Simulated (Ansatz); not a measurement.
In2Se3⁻, 5 atoms. Hardware: 4 threads of Arm Neoverse V2 on a shared host.

In the def2 sets In takes a core potential; there is no spin–orbit coupling. Correlated methods freeze 35 core orbitals; core or outer-core shells of In, Se are correlated, in sets that lack core-valence functions.

(1) How many basis functions does each of these Ansatz runs have, and roughly what does it cost? PBE0-D4/def2-TZVPD, charge -1 doublet, energy, from earlier orbitals; RPA@PBE/def2-TZVPD, charge -1 doublet, energy, from earlier orbitals; PBE-D4/def2-SVPD, charge -1 doublet, relaxation, 4 steps; PBE-D4/def2-SVP, charge -1 doublet, energy with a search over starts; MP2/def2-TZVPD, charge -1 doublet, energy, from earlier orbitals; revPBE-D4/def2-TZVPD, charge -1 doublet, energy, from earlier orbitals; PBE-QIDH/def2-TZVPD, charge -1 doublet, energy, from earlier orbitals; r2SCAN-D4/def2-TZVPD, charge -1 doublet, energy, from earlier orbitals; HF/def2-TZVPD, charge -1 doublet, energy, from earlier orbitals; PBE-D4/def2-TZVPD, charge -1 doublet, energy and forces, from earlier orbitals.

## Answers

(1) Other jobs shared the machine, so times can vary by a factor of up to 3. A dash marks memory too small to be measured apart from the calling script's.

```
                                                                           run  functions  fitting or Cholesky vectors  wall time  peak host memory (GiB)
        revPBE-D4/def2-TZVPD, charge -1 doublet, energy, from earlier orbitals        283                         2131       13 s                    0.76
          PBE-D4/def2-SVP, charge -1 doublet, energy with a search over starts        148                         1670       13 s                       –
PBE-D4/def2-TZVPD, charge -1 doublet, energy and forces, from earlier orbitals        283                         2131       15 s                    0.76
                      PBE-D4/def2-SVPD, charge -1 doublet, relaxation, 4 steps        187                         2059       19 s                       –
          PBE0-D4/def2-TZVPD, charge -1 doublet, energy, from earlier orbitals        283                         2120       28 s                     1.7
        r2SCAN-D4/def2-TZVPD, charge -1 doublet, energy, from earlier orbitals        283                         2131       29 s                    0.86
          RPA@PBE/def2-TZVPD, charge -1 doublet, energy, from earlier orbitals        283                         2120       34 s                     1.3
               HF/def2-TZVPD, charge -1 doublet, energy, from earlier orbitals        283                         2120       36 s                     1.8
              MP2/def2-TZVPD, charge -1 doublet, energy, from earlier orbitals        283                         2120       44 s                     1.8
         PBE-QIDH/def2-TZVPD, charge -1 doublet, energy, from earlier orbitals        283                         2120       50 s                     1.7
```
